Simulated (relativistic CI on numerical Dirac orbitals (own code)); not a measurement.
# Spin-allowed bands of a d7 ion in an octahedral site, by hand

Problem. Take Δ = 12450 cm⁻¹ and B = 830 cm⁻¹ for a high-spin d7 ion in an octahedral site. Calculate the three spin-allowed bands.

Working.
1. The terms of highest spin are 4F (energy 0) and 4P (15B = 12450 cm⁻¹). Here the F term splits into A2 at +1.2Δ = 14940, T2 at +0.2Δ = 2490 and T1 at −0.6Δ = -7470 cm⁻¹.
2. The two T1 states mix through the element 0.4Δ: H = [[-7470, 4980], [4980, 12450]], with roots ½(H₁₁ + H₂₂) ∓ ½√[(H₂₂ − H₁₁)² + 4H₁₂²] = ½(4980) ∓ ½(22271) = -8646 and 13626 cm⁻¹.
3. The ground term is 4T1 at -8646 cm⁻¹.
4. Bands: 4T2 11136 cm⁻¹ (898 nm), 4T1(P) 22271 cm⁻¹ (449 nm), 4A2 23586 cm⁻¹ (424 nm).

Check. Exact diagonalisation of the whole d7 shell with these parameters gives 4T2 11136, 4T1 22271, 4A2 23586 cm⁻¹. The match is exact, since without spin-orbit coupling no other term has this spin. The ratio of the second band to the first, 2.000, depends on Δ/B = 15.0 alone, which is how a Tanabe-Sugano diagram is read.
